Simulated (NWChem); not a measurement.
Species: C₂H₈Si₂; SMILES C(=C\[SiH3])/[SiH3]

Program: NWChem. Pople sets run with spherical d functions. Structure relaxed at the PBE0/def2-SVP level.

Task: Predict the results for PBE0/6-311G**. Quantities: highest occupied level (eV); orbital gap (eV).

Result: The highest occupied level (eV) is -7.99. The orbital gap (eV) is 7.09.
